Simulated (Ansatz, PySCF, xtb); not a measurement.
Lewis adduct: AlH3 (SMILES [AlH3]) (first 4 atoms) with H2S (SMILES S); geometry from B3LYP-D3(BJ)/def2-TZVP, rigid monomers moved along the line of their centres of mass till Al1···S5 is 3.61 Å.
(charge 0, multiplicity 1):
```xyz
7

Al    -0.25202    -0.12635     0.49226
H     -1.00169    -1.49315     0.80040
H     -1.11701     1.19677     0.33868
H      1.19678    -0.18373    -0.15600
S      0.90050     0.60424     3.83058
H      1.40633    -0.60445     4.13274
H     -0.24645     0.36841     4.49164
```

Monomers are frozen at their geometry in the pair; levels with a basis set take the counterpoise correction. Rows marked so take none.

Correlated levels freeze the cores. Rows in 6-31G* carry no dispersion term and start afresh at each structure (6-31G* with six Cartesian d functions).

Run with Ansatz (an electronic-structure program) with Gaussian orbitals; PySCF for 6-31G* rows, the dispersion terms; xtb for the GFN methods. Values without a source in brackets are computed.

```json
[
 {"level": "GFN2-xTB", "interaction energy (meV)": "-234.6"},
 {"level": "HF/6-31G*", "interaction energy (meV)": "-205.2"},
 {"level": "HF/6-31G* (no counterpoise)", "interaction energy (meV)": "-214.1"},
 {"level": "HF/aug-cc-pV(D+d)Z", "interaction energy (meV)": "-203.8"},
 {"level": "r2SCAN-D4/def2-TZVPPD", "interaction energy (meV)": "-276.5"},
 {"level": "B3LYP/6-31G*", "interaction energy (meV)": "-227.8"},
 {"level": "B3LYP/def2-TZVPPD", "interaction energy (meV)": "-206.3"},
 {"level": "B3LYP-D4/def2-TZVPPD", "interaction energy (meV)": "-262.0"},
 {"level": "CCSD(T)/aug-cc-pV(D+d)Z", "interaction energy (meV)": "?"}
]
```

Question: Fill in the missing entries.

Answer: 
- CCSD(T)/aug-cc-pV(D+d)Z, interaction energy (meV): -243.4
